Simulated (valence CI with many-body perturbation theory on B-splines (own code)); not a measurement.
Results of a calculation; reference values are marked as such.
## Basis-set convergence for Nd54+

Level of theory: relativistic CI+MBPT: four valence electrons over a frozen Dirac-Fock core [He], a basis of 9 s, 9 p, 8 d, 6 f, 3 g, 1 h functions for each j, with the one-electron correlation potential Σ1, the two-electron term Σ2, the three-electron term Σ3, Breit, model QED; selected CI, second order for the rest, scaled by the run's own slope (own B-spline code, finite nucleus).

No measured spectrum was set against this ion. As an estimate, large intervals hold to a few tenths of a per cent, small ones and those within an open d or f shell to about a per cent.

The reference run has the lowest level (2s^2 2p1/2^2) J=0 and an ionisation energy of 11385.3 eV. Its largest variational space holds 20000 state functions.

Levels are named by their leading jj configuration (3d3/2^4 stands for four electrons in 3d with j = 3/2), which in mixed levels can hold well under half, so a name can repeat and another be missing. Letters in brackets count levels of one name in rising energy.

Changed runs:
A. basis 6 s, 6 p, 5 d, 3 f, 1 g
B. basis 5 s, 5 p, 4 d, 2 f

Excitation energies of the reference run in cm⁻¹, and shifts in cm⁻¹:

```csv
Level,Reference,A,B
(2s^2 2p1/2 2p3/2) J=1,4342410,+2.0,-192
(2s^2 2p1/2 2p3/2) J=2,4478300,+135,+163
(2s 2p1/2^2 2p3/2) J=2,6096480,-52,-285
(2s 2p1/2^2 2p3/2) J=1,6647530,+65,+199
(2s^2 2p3/2^2) J=2,8942620,+95,-35
(2s^2 2p3/2^2) J=0,9320190,+95,+205
(2s 2p1/2 2p3/2^2) J=2 [a],10272800,-111,-590
(2s 2p1/2 2p3/2^2) J=3,10584000,+127,+8.2
(2s 2p1/2 2p3/2^2) J=0,10937600,-20,-34
(2s 2p1/2 2p3/2^2) J=1 [a],11077100,+75,+52
(2s 2p1/2 2p3/2^2) J=2 [b],11159400,+203,+398
(2s 2p1/2 2p3/2^2) J=1 [b],11185900,+105,+240
Ionisation energy (eV),11385.3,-0.0029,-0.083
```
